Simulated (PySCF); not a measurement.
## Correlation energy of Bi (bismuth, neutral)

[Xe] 4f14 5d10 6s1 6p3 7s1, high-spin 6S determinant (an excited configuration). All numbers are calculated (PySCF 2.14, scalar relativity through the core potential, in aug-cc-pwCVDZ-PP with ECP60MDF (6s5p4d1f, 48 functions)). Frozen: 5s2 5p6 5d10; 5 electrons correlated.

```
  level  correlation energy (mhartree)
   CCSD                         -24.91
    (T)                          -0.25
CCSD(T)                         -25.16
```

Diagnostics: T1 = 0.0058, D1 = 0.0156, largest double amplitude 0.030.

Spin-orbit coupling is strong in this species (close to jj coupling), so the high-spin LS determinant is a model state, not a physical level. The outer electron is Rydberg-like, and this basis confines it to a smaller radius and binds it less than a complete one would.

Cost of the coupled-cluster step: of the order of 0.23 core-seconds, for 5 correlated electrons.

Spin-orbit coupling is strong in this species, so the high-spin LS determinant is a model state.
